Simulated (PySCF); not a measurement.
## Working out the ionisation energy of C(2+)

C(2+) [He] 2s2 (1S) → C(3+) [He] 2s1 (2S). Calculation: PySCF 2.14, in ANO-RCC-VTZP; the spin-free X2C one-electron Hamiltonian (Gaussian nucleus). Frozen: nothing. Energies in hartree (1 hartree = 27.21139 eV):

```tsv
part	C(2+) (lower)	C(3+) (upper)
UHF	-36.423210	-34.739966
CCSD correlation	-0.078352	-0.005006
(T)	-0.000255	-0.000004
```

Q: What does Hartree-Fock give?

A: (-34.739966) − (-36.423210) = 1.683244 hartree = 45.803 eV.

Q: What do CCSD and CCSD(T) give?

A: The CCSD correlation energies differ by 0.073346 hartree = 1.996 eV and the triples by 0.000251 hartree = 0.007 eV, so CCSD gives 47.799 eV and CCSD(T) 47.806 eV.

Measured between the centres of the two terms (NIST): 47.888 eV, so CCSD(T) (valence and next inner shell) is off by -0.082 eV.

The coupled-cluster amplitudes are large, so a single reference is strained.

What remains against the reference includes basis incompleteness and higher excitations.
